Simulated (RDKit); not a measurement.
Input file for RDKit: UFF on BH3O2 (SMILES OBO), a point of a torsion scan.

```python
from rdkit import Chem
from rdkit.Chem import AllChem, rdDetermineBonds

blocks = [
'''6

O    -1.28109758   -0.26223831   -0.31152835
B    -0.14375314    0.42434568   -0.58074434
O    -0.16330375    1.76465562   -0.47649470
H    -1.50119411   -0.57741176    0.55549320
H     0.80714265   -0.14403574   -1.01622049
H     0.60529156    2.24413732   -0.78014600
''',
]
mol = None
for b in blocks:
    f = Chem.MolFromXYZBlock(b)
    rdDetermineBonds.DetermineBonds(f, charge=0)
    mol = f if mol is None else Chem.CombineMols(mol, f)
Chem.SanitizeMol(mol)
print(Chem.MolToSmiles(Chem.RemoveHs(mol)))
ff = AllChem.UFFGetMoleculeForceField(mol, vdwThresh=100.0, ignoreInterfragInteractions=False)
e = ff.CalcEnergy()
print(f'UFF energy {e:.6f} kcal/mol')
```

The log:

```
OBO
UFF energy 32.328744 kcal/mol
```

The run finished.

Cost: about 0.010 core-seconds (a rough figure).
